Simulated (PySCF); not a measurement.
# Working out the ionisation energy of Ni²⁺

Ni²⁺ [Ar] 3d8 (3F) → Ni³⁺ [Ar] 3d7 (4F). All numbers are calculated (PySCF 2.14, the non-relativistic Hamiltonian (point nucleus), in aug-cc-pVDZ (7s6p4d2f, 59 functions)). Frozen: [Ar]. Energies in hartree (1 hartree = 27.21139 eV):

| part | Ni²⁺ (lower) | Ni³⁺ (upper) |
| --- | --- | --- |
| UHF | -1506.033568 | -1504.815718 |
| MP2 opposite-spin | -0.129192 | -0.073754 |
| MP2 same-spin | -0.082423 | -0.059333 |

Problem. What does Hartree-Fock give?

Solution. (-1504.815718) − (-1506.033568) = 1.217850 hartree = 33.139 eV.

Problem. What do MP2 and SCS-MP2 (6/5 opposite-spin, 1/3 same-spin) give?

Solution. The opposite-spin parts differ by 1.509 eV and the same-spin parts by 0.628 eV. MP2: 33.139 + (1.509) + (0.628) = 35.276 eV. SCS-MP2: 33.139 + 1.2 × (1.509) + (0.628)/3 = 35.159 eV.

Reference: 35.187 ± 0.019 eV (measured; NIST Atomic Spectra Database, ionization energies), between the lowest levels; spin-orbit coupling is absent from the calculation.

The calculation is non-relativistic.

A double-zeta basis recovers only part of the correlation energy.

What remains against the reference includes basis incompleteness, the frozen core and correlation beyond second order.
